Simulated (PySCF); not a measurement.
**Br⁺: excitation energy**

Br⁺ [Ar] 3d10 4s2 4p4 (3P) → Br⁺ [Ar] 3d10 4s1 4p4 4d1 (high-spin determinant), as a difference of total energies. All numbers are calculated (PySCF 2.14, scalar relativity through the core potential, in aug-cc-pVTZ-PP with ECP10MDF (6s5p4d2f, 55 functions)). Correlated levels: valence: 3s2 3p6 3d10 frozen. The calculations carry no spin-orbit coupling.

```
           method  excitation energy (cm⁻¹)
              UHF                    197520
    MP2 (valence)                    200490
SCS-MP2 (valence)                    201650
   CCSD (valence)                    196510
CCSD(T) (valence)                    195150
```

The upper state lies above the first ionisation limit, where it may autoionise and the basis confines it.

The promoted electron is Rydberg-like, and one or two diffuse shells describe it only roughly, which tends to raise the upper state.

The coupled-cluster amplitudes are large for the upper state (T1 above 0.03 or a double amplitude above 0.15), so a single reference is strained.

The determinant of the upper state mixes LS terms, which raises its energy above the lowest term, most at the Hartree-Fock and MP2 levels.
